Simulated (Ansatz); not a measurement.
Molecule: trimethoxy(sulfanyl)silane, C$_{3}$H$_{10}$O$_{3}$SSi (charge 0, singlet). 
Coordinates optimised at B3LYP-D3(BJ)/def2-TZVP (Ansatz, a program for electronic structure):
```
Si
O 1 1.6265
C 2 1.4249 1 124.40
H 3 1.0892 2 107.69 1 -176.96
H 3 1.0915 4 109.37 2 -120.58
H 3 1.0931 4 108.95 5 -118.99
O 1 1.6270 2 107.39 3 43.69
C 7 1.4214 1 124.75 2 -178.25
H 8 1.0893 7 107.87 1 -177.32
H 8 1.0922 9 109.21 7 120.49
H 8 1.0932 9 109.02 10 119.11
O 1 1.6322 2 114.36 3 -74.77
C 12 1.4217 1 125.45 2 -58.82
H 13 1.0893 12 107.85 1 177.77
H 13 1.0926 14 109.04 12 -120.76
H 13 1.0928 14 109.07 15 -118.59
S 1 2.1361 2 107.72 3 166.90
H 17 1.3435 1 93.93 2 -42.17
```
Charge 0, spin multiplicity 1.

Property: vertical triplet-singlet gap (E(triplet) - E(singlet); each state is the SCF solution reached for its spin), in kcal/mol. Valence correlation only, unless marked. UHF or UKS for open shells. No spin-orbit coupling. Non-relativistic. 

```
level                 program  vertical triplet-singlet gap (kcal/mol)
--------------------  -------  ---------------------------------------
r2SCAN/def2-TZVPD      Ansatz                                    128.6
PBE0/def2-TZVPD        Ansatz                                    130.8
BHLYP/def2-TZVPD       Ansatz                                    133.0
CAM-B3LYP/def2-TZVPD   Ansatz                                    133.7
B2PLYP/def2-TZVPD      Ansatz                                    134.1
MP2/aug-cc-pV(D+d)Z    Ansatz                                    138.0
```
